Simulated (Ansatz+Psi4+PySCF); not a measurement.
# quartet VO: levels of theory in one basis

```xyz
2

V     0.0000    0.0000    0.0000
O     0.0000    0.0000    1.5890
```

Basis set: cc-pVTZ (spherical functions). Left uncorrelated: 10 orbitals. Correlation on ROHF uses semicanonical orbitals with singles. Charge 0, multiplicity 4.

Computed with Ansatz (development build ahead of 0.2.0) and Psi4 1.11; each method stands on the lowest determinant of its kind that the runs found.

```
      method  E − E(ROHF) (eV)  <S²> of the determinant
        ROHF              0.00                     3.75
         UHF             -0.59                     4.25
    ROHF-MP2            -10.84                        –
   ROHF-CCSD            -10.37                        –
ROHF-CCSD(T)            -11.32                        –
```

Task: What does UHF-MP2 give on the same scale?

Result: -9.51 eV.

Caution: other spin multiplicities were not run. Caution for UHF, UHF-MP2: the unrestricted determinant is spin contaminated. Caution for ROHF-MP2, ROHF-CCSD, ROHF-CCSD(T): large amplitudes, a single reference is doubtful; the determinant breaks the point group. Caution for ROHF-MP2: another reference gives a lower total.
